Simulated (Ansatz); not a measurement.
hexafluoropropene (C₃F₆), singlet, at a GFN2-xTB geometry. Base run: CAM-B3LYP/def2-SVP run with Ansatz (a program for electronic structure).

Geometry (Å):
```xyz
9

F      2.4918    -0.1883     0.7984
C      1.3142     0.2468     0.4247
F      1.2607     1.5582     0.4211
C      0.2823    -0.5252     0.0852
F      0.3761    -1.8566     0.1015
C     -1.0644     0.0310    -0.3415
F     -1.6109     0.7862     0.6181
F     -0.9545     0.8075    -1.4255
F     -1.9180    -0.9422    -0.6258
```
All else is at Ansatz's defaults.
Base energy -712.59364 Eh.

The base run was repeated with changes; each row names its change, and settings that it needs were set with it.

| change | ΔE vs base (µEh) |
|---|---|
| base | 0.0 |
| nuclear_model = gaussian | 137 |
| lower_state_search = full | 0.0 |
| point_charge = charge:0.5 position_ang:3.9942, -1.0718, 3.8086 | 718 |
| fitting.mean_field = def2-universal-JKFIT | -31.3 |
| accuracy = high | -0.9 |
| lower_state_search = off | 0.0 |
| final_grid = 14, 28, 59 | -0.6 |
| point_charge = charge:1.0 position_ang:4.8824, -2.3907, -1.4311 | 690 |
| final_grid = 4, 8, 17 | 11.0 |
| forces = on | 0.0 |
